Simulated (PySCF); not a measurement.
**Electronic structure of B (boron, neutral) at the LC-wPBE level**

Configuration: [He] 2s1 2p1 3s1, high-spin 4P determinant (an excited configuration). Computed with PySCF 2.14 in dyall-av2z, with the non-relativistic Hamiltonian (point nucleus).

| Quantity | Value |
| --- | --- |
| Total energy | -24.2836 hartree |
| One-electron energy | -31.0960 hartree |
| Hartree (Coulomb) energy | 10.5490 hartree |
| Exchange-correlation energy | -3.7366 hartree |
| Kinetic energy | 24.24458 hartree |
| ⟨S²⟩ | 3.7500 |
| ⟨L²⟩ | 2.010 |
| Sum of ⟨r⟩ | 9.933 bohr |
| Sum of ⟨r²⟩ | 43.92 bohr² |
| Traceless quadrupole moment −½Σ⟨3z² − r²⟩ along its main axis | -1.14 e·bohr² |
| Density at the nucleus (Gaussians lack the cusp) | 69.5 bohr⁻³ |
| Spin density at the nucleus | 2.11 bohr⁻³ |
| Langevin diamagnetic susceptibility | -34.8 ×10⁻⁶ cm³/mol |

```csv
shell,electrons,mean orbital energy (eV),"rms radius, mean of both spins (bohr)"
1s α,1,-194.15,0.384
1s β,1,-193.12,0.384
2s α,1,-20.154,1.92
2p α,1,-14.090,2.02
3s α,1,-3.373,5.99
```

The outer electron is Rydberg-like, and this basis confines it to a smaller radius and binds it less than a complete one would.
